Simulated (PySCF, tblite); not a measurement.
Scan of F₂Zn, singlet: symmetric bend, bond length relaxed. Scanned: F-Zn-F angle. Other coordinates (Zn-F bond length) were minimised at PBE0/def2-TZVP. Each profile is relative to its own lowest point.

```tsv
a / °	A	B	C
180	12.4	0.0	0.0
170	11.7	2.4	2.3
160	9.8	9.6	9.3
150	7.0	21.5	20.6
140	4.0	37.8	36.2
130	1.4	58.2	55.9
120	0.0	82.6	79.8
110	1.0	111.2	108.6
100	5.6	145.2	143.8
90	16.7	187.4	188.7
80	39.5	243.8	250.7
```

Energies in kJ/mol.

### Question
Which curve belongs to which method? The methods are CCSD(T) on RHF/def2-TZVP, 7 core orbitals frozen in PySCF; GFN2-xTB, 300 K electronic temperature in tblite; RHF/def2-TZVP in PySCF 2.14.0.

### Answer
A is GFN2-xTB; B is CCSD(T); C is RHF.
